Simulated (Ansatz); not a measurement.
CH$_{7}$GeN (`C[NH][GeH3]`). The species carries charge 0 and has multiplicity 1. Correlated methods include outer-core shells of Ge, which these sets cover unevenly. Scalar relativity is left out up to krypton.

Z-matrix (Å, degrees):
```
C
N 1 1.450
H 1 1.100 2 114.8
H 1 1.094 2 110.2 3 121.9
H 1 1.094 2 109.5 3 -120.8
Ge 2 1.838 1 118.0 3 67.0
H 2 1.010 1 111.6 3 -66.0
H 6 1.549 2 113.3 1 -56.3
H 6 1.536 2 107.2 1 -177.3
H 6 1.537 2 107.0 1 63.0
```

Problem. Give the diagnostics of a CCSD(T)/def2-TZVPP run (frozen core, Ansatz 0.2.0). (Best estimate.)

Solution. The calculation gave: T1 = 0.0106, largest single amplitude 0.011, largest double 0.018, (T) share of the correlation energy 3.5 %, 9 CCSD cycles. The RHF solution is stable towards an unrestricted one. T1 lies under the customary mark of 0.02 for closed shells.
